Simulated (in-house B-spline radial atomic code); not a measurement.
Configurations of Ir⁴⁺, with energies counted from [Xe] 4f14 (5d3/2)4 (5d5/2)1. Level of theory: Dirac-Hartree-Fock, average of each configuration as written, Fermi nucleus of rms radius 5.4032 fm; calculated with a radial B-spline atomic code at the basis-set limit. Energies include first-order Breit, QED and recoil terms.

Occupations are held fixed; configurations that lie above the ionisation limit could autoionise.

```
                                    configuration  E - E(ref) (eV)  highest orbital  its <r> (bohr)
                      [Xe] 4f14 (5d3/2)3 (5d5/2)2            1.846            5d5/2           1.496
             [Xe] 4f14 (5d3/2)3 (5d5/2)1 (6f5/2)1           42.591            6f5/2           5.725
[Xe] (4f5/2)5 (4f7/2)8 (5d3/2)3 (5d5/2)2 (6g9/2)1           115.29            6g9/2           8.714
[Xe] (4f5/2)6 (4f7/2)7 (5d3/2)2 (5d5/2)3 (7g7/2)1            116.5            7g7/2           12.58
```

(1) Order these further configurations by energy, lowest first.
A. [Xe] 4f14 (5d3/2)4 (9p1/2)1
B. [Xe] 4f14 (5d5/2)4 (5g7/2)1
C. [Xe] (4f5/2)6 (4f7/2)7 (5d3/2)3 (5d5/2)2 (8p3/2)1
D. [Xe] 4f14 (5d5/2)5

Results:

(1) D (5.5671 eV), A (45.841 eV), B (48.007 eV), C (108.6 eV).
